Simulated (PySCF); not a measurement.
Input file for PySCF: D3(BJ) and D4 dispersion corrections on CH4GeO (SMILES C[O][GeH]), a point of a torsion scan.

```python
from pyscf import gto
from pyscf.dispersion import dftd3, dftd4

mol = gto.M(
    atom='''
    C    -0.75253133   -0.16824266    0.03769553
    O     0.24262546    0.80631965   -0.16109269
    Ge    1.98796465    0.82282120    0.13253871
    H    -0.53507071   -1.08460952   -0.51733803
    H    -1.69705339    0.24427174   -0.32436721
    H    -0.86211735   -0.41637835    1.09670131
    H     2.03157496    2.35942323   -0.44318564
    ''',
    basis='def2-svp',
    charge=0, spin=0, verbose=0, max_memory=1800)
d3, d4 = {}, {}
for xc in ['hf', 'pbe', 'blyp', 'revpbe', 'tpss', 'r2scan', 'b3lyp', 'pbe0', 'bhlyp', 'camb3lyp', 'b2plyp']:
    d3[xc] = float(dftd3.DFTD3Dispersion(mol, xc=xc, version='d3bj', atm=False).get_dispersion()['energy'])
    print(f'D3(BJ) {xc:10s} {d3[xc]:14.8f} Eh')
for xc in ['hf', 'pbe', 'blyp', 'revpbe', 'tpss', 'r2scan', 'b3lyp', 'pbe0', 'bhlyp', 'camb3lyp', 'b2plyp']:
    d4[xc] = float(dftd4.DFTD4Dispersion(mol, xc={'camb3lyp': 'cam-b3lyp'}.get(xc, xc), atm=True).get_dispersion()['energy'])
    print(f'D4     {xc:10s} {d4[xc]:14.8f} Eh')
```

It printed:

```
D3(BJ) hf            -0.03326533 Eh
D3(BJ) pbe           -0.00386864 Eh
D3(BJ) blyp          -0.00850906 Eh
D3(BJ) revpbe        -0.00986734 Eh
D3(BJ) tpss          -0.00493879 Eh
D3(BJ) r2scan        -0.00104455 Eh
D3(BJ) b3lyp         -0.00697574 Eh
D3(BJ) pbe0          -0.00338620 Eh
D3(BJ) bhlyp         -0.00559201 Eh
D3(BJ) camb3lyp      -0.00315329 Eh
D3(BJ) b2plyp        -0.00331636 Eh
D4     hf            -0.01497672 Eh
D4     pbe           -0.00397126 Eh
D4     blyp          -0.00893289 Eh
D4     revpbe        -0.01296917 Eh
D4     tpss          -0.00538020 Eh
D4     r2scan        -0.00092091 Eh
D4     b3lyp         -0.00646328 Eh
D4     pbe0          -0.00332061 Eh
D4     bhlyp         -0.00490753 Eh
D4     camb3lyp      -0.00335815 Eh
D4     b2plyp        -0.00275445 Eh
```

The run finished.

Cost: about 0.03 core-seconds (a rough figure).
